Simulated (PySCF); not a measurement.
PySCF job for In(F)2(SiH3) (F₂H₃InSi), SMILES [F][In]([F])[SiH3], C-PCM-B3LYP/def2-SVP. Geometry optimised at r2SCAN-D4/def2-SVP. The def2 effective core potentials stand for the cores of In; spin–orbit coupling is left out.

```python
import numpy as np
from pyscf import gto, scf, dft
from pyscf.solvent import pcm

mol = gto.M(
    atom='''
    In   -0.21200146    0.11798708   -0.14247464
    F    -1.99948977   -0.62074686   -0.45799917
    F    -0.16717031    1.86199732   -1.03579571
    Si    1.69475212   -0.96281067    1.15989046
    H     2.19384780    0.02127421    2.16130773
    H     2.77499874   -1.30306430    0.19081020
    H     1.19263621   -2.19148189    1.83482719
    ''',
    basis='def2-SVP',
    ecp={'In': 'def2-svp'},
    charge=0,
    spin=0,
    max_memory=1600,
    verbose=3,
)
mf = dft.RKS(mol, xc='b3lyp').density_fit(auxbasis='def2-universal-jkfit')
mf.grids.level = 3
mf.conv_tol = 1e-9
mf.max_cycle = 100
mf.kernel()
res = {}
for name, eps in {'water': 78.355, 'chloroform': 4.7113, 'acetonitrile': 35.688}.items():
    s = mf.PCM()
    s.with_solvent.method, s.with_solvent.eps, s.with_solvent.lebedev_order = 'C-PCM', eps, 29
    s.kernel(mf.make_rdm1())
    res[name] = (s.e_tot, eps, s.dip_moment(), s.mo_energy, s.converged)
    print(f'{name}: electrostatic solvation free energy {(s.e_tot - mf.e_tot) * 627.509474:.3f} kcal/mol')
```

It prints:

```
converged SCF energy = -681.001388076235

WARN: PCM is an experimental feature. It is still in testing.
Features and APIs may be changed in the future.

converged SCF energy = -681.020963236433
Dipole moment(X, Y, Z, Debye):  4.15156, -2.39560,  2.87998
water: electrostatic solvation free energy -12.284 kcal/mol

WARN: PCM is an experimental feature. It is still in testing.
Features and APIs may be changed in the future.

converged SCF energy = -681.016616424544
Dipole moment(X, Y, Z, Debye):  3.99695, -2.30613,  2.77278
chloroform: electrostatic solvation free energy -9.556 kcal/mol

WARN: PCM is an experimental feature. It is still in testing.
Features and APIs may be changed in the future.

converged SCF energy = -681.020622992523
Dipole moment(X, Y, Z, Debye):  4.13933, -2.38853,  2.87151
acetonitrile: electrostatic solvation free energy -12.070 kcal/mol
```

The run converged.
